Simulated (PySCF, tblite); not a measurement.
Al3+ and 3 × water

A gas-phase complex of Al3+ and 3 × water; charge +3, singlet. The structure comes from a short search (5 tight-binding starts) and was relaxed by PBE0-D3(BJ)/def2-SVPD; another way of binding may lie lower. No frequency run checks that it is a minimum.

| part | name | SMILES | atoms | charge | multiplicity |
| --- | --- | --- | --- | --- | --- |
| 1 | Al3+ | [Al+3] | 1 | +3 | 1 |
| 2 | water | O | 2–4 | 0 | 1 |
| 3 | water | O | 5–7 | 0 | 1 |
| 4 | water | O | 8–10 | 0 | 1 |

```xyz
10

Al    0.300    0.887   -0.386
O     0.600   -0.430   -1.569
H     0.500   -0.377   -2.557
H     0.898   -1.357   -1.368
O    -0.412    0.516    1.219
H    -0.246    0.999    2.072
H    -1.046   -0.219    1.433
O     0.697    2.583   -0.816
H     1.434    2.891   -1.407
H     0.222    3.402   -0.512
```
Atoms count from 1 in this order.

Contacts between parts, classed by geometry: Al1···O8 1.794 Å (bond); Al1···O5 1.795 Å (bond); Al1···O2 1.795 Å (bond).

The parts are joined by the bonds Al1–O8 and Al1–O5 and Al1–O2, so these are energies of forming such bonds; deforming the relaxed parts to their shape in the adduct costs 3.8 kcal/mol, which the interaction energies leave out.

Interaction energies are complex less parts, with the parts frozen as they stand in it; counterpoise-corrected, in kcal/mol (PySCF).

Task: How strongly do the parts interact, level by level?

Result: 
```csv
level,interaction,superposition error removed
wB97M-D3(BJ)/def2-TZVPD,-501.58,-0.35
PBE0-D3(BJ)/def2-TZVPD,-506.14,-0.38
```

Task: What holds them together? Decompose the wB97M-D3(BJ)/def2-TZVPD energy: frozen parts, their antisymmetrised product, then relaxation.

Result: electrostatic -301.1, Pauli repulsion +109.7, orbital relaxation -307.5, dispersion correction -2.9 kcal/mol, which sum to the value before the counterpoise correction; the Pauli term holds the exchange-correlation of the frozen density too. Of the attraction, 50 % is orbital relaxation, 49 % is electrostatic, 0 % is dispersion correction.

The parts were also relaxed and run alone, at the levels used for the complex: shieldings by PBE0/pcSseg-2.

Task: What does binding change?

Result: 
```tsv
property	alone	in the complex	change
shielding of Al1 (ppm)	766.2	531.2	-234.9
shielding of O8 (ppm)	328.9	308.3	-20.5
shielding of O5 (ppm)	328.9	308.3	-20.6
```

Multiply charged ions in the gas phase bind far more strongly than in solution.
